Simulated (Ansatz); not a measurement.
One change: `Cl[C]Cl` becomes `[Cl][Ge][Cl]`.

Ansatz, PBE0-D4/def2-TZVP geometries, multiplicity 1. 

Scalar relativity is left out up to krypton.

```csv
property,`Cl[C]Cl`
size of the dipole moment (ωB97M-V/def2-TZVPP) / D,1.22
HOMO energy (PBE/def2-TZVPP) / eV,-6.11
HOMO–LUMO gap (B3LYP/def2-TZVPP) / eV,3.74
HOMO energy (ωB97M-V/def2-TZVPP) / eV,-9.76
HOMO–LUMO gap (PBE/def2-TZVPP) / eV,1.80
"ideal-gas entropy at 298 K and 1 bar (rigid rotor, harmonic PBE0-D4/def2-TZVP) / J/(mol·K)",265
```

(1) Give the same properties after the change, and the shifts. (An estimate is asked.)

Results:

(1) The calculation gave: 
| property | `[Cl][Ge][Cl]` | shift |
| --- | --- | --- |
| size of the dipole moment (ωB97M-V/def2-TZVPP) / D | 2.10 | 0.88 |
| HOMO energy (PBE/def2-TZVPP) / eV | -6.99 | -0.88 |
| HOMO–LUMO gap (B3LYP/def2-TZVPP) / eV | 4.64 | 0.90 |
| HOMO energy (ωB97M-V/def2-TZVPP) / eV | -10.17 | -0.41 |
| HOMO–LUMO gap (PBE/def2-TZVPP) / eV | 3.20 | 1.40 |
| ideal-gas entropy at 298 K and 1 bar (rigid rotor, harmonic PBE0-D4/def2-TZVP) / J/(mol·K) | 295 | 30 |

With PBE0 the HOMO falls by 0.62 eV and the LUMO rises by 0.26 eV, so the gap widens by about 0.88 eV. PBE moves the HOMO by -0.88 eV and ωB97M-V by -0.41 eV. Dipoles are sizes alone; their direction can turn.

B3LYP here is the variant with VWN-RPA as its local correlation; programs differ in this.
